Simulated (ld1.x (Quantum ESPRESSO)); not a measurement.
# As (Z = 33): one change to an ultrasoft potential, before and after

ld1.x (Quantum ESPRESSO) 7.5 input, shortened:

```
&input
   title='As', zed=33., rel=2, dft='PBESOL', iswitch=3,
   config='[Ar] 3d10 4s2 4p3', rel_dist='average'
 /
 &inputp
   pseudotype=3, tm=.true., lloc=-1, rcloc=1.75,
   nlcc=.false.
 /
6
4S  1  0   2.00   0.00  1.20  1.55  0.0
4S  1  0   0.00  -0.05  1.20  1.55  0.0
4P  2  1   3.00   0.00  1.50  2.05  0.0
4P  2  1   0.00  -0.05  1.50  2.05  0.0
3D  3  2  10.00   0.00  0.55  0.70  0.0
3D  3  2   0.00  -2.65  0.55  0.70  0.0
 &test
   configts(1)='3d10 4s2 4p3'
 /
```

Open shells are filled in proportion to 2j + 1 (rel_dist='average').

All-electron outer shells of the reference configuration (PBEsol, scalar-relativistic, ld1.x):

```json
{"shell": "3s", "level (eV)": "-189.91", "outermost node (bohr)": "0.25", "outermost maximum (bohr)": "0.52"}
{"shell": "3p", "level (eV)": "-133.47", "outermost node (bohr)": "0.22", "outermost maximum (bohr)": "0.52"}
{"shell": "3d", "level (eV)": "-40.64", "outermost node (bohr)": "–", "outermost maximum (bohr)": "0.47"}
{"shell": "4s", "level (eV)": "-14.50", "outermost node (bohr)": "0.73", "outermost maximum (bohr)": "1.61"}
{"shell": "4p", "level (eV)": "-5.20", "outermost node (bohr)": "0.78", "outermost maximum (bohr)": "1.97"}
```

Change: scalar-relativistic.

Cutoffs: the cutoffs (Ry, on a coarse ladder) from which the occupation-weighted sum of valence levels, in a spherical-Bessel basis at the reference potential, stays within 10 and 1 mRy of its value at 400 Ry; they do not see the model core or the augmentation charge, which bear on the density cutoff. Errors are all-electron minus pseudo energies relative to the spin-unpolarised reference configuration.

Problem. What does the change do?

Solution. Of the 7 tests that both files solve, the error grows in 3 and shrinks in 3 by more than 15 % and 0.3 meV (median size 2.1 → 0.8 meV); neither file shows a bound ghost.

| quantity | base | changed |
| --- | --- | --- |
| cutoff, loose | over 300 Ry | over 300 Ry |
| cutoff, tight | over 300 Ry | over 300 Ry |
| bound ghosts | none | none |
| error for 3d10 4s2 4p2, meV [ΔE 9.16 eV] | -0.7 | -2.0 |
| error for 3d10 4s2 4p1, meV [ΔE 27.11 → 27.10 eV] | -4.4 | -8.4 |
| error for 3d10 4s2 4p0, meV [ΔE 54.83 → 54.82 eV] | -11 | -20 |
| error for 3d10 4s1 4p4, meV [ΔE 9.42 → 9.42 eV] | +0.4 | -0.3 |
| error for 3d10 4s1 4p3, meV [ΔE 19.27 eV] | +1.3 | -0.8 |
| error for 3d10 4s1 4p0, meV [ΔE 105.46 → 105.45 eV] | +14 | -0.3 |
| error for 3d10 4s0 4p5, meV [ΔE 19.06 → 19.07 eV] | +2.1 | +0.8 |
| s: phases at 2.25 bohr within 0.05 rad from the reference energy up to (Ry; the scan ends near 5) | 4.2 | 4.2 |
| lowest overlap eigenvalue by channel | s 0.44, p1/2 0.65, p3/2 0.63, d3/2 1.00, d5/2 1.00 | s 0.44, p 0.64, d 1.00 |
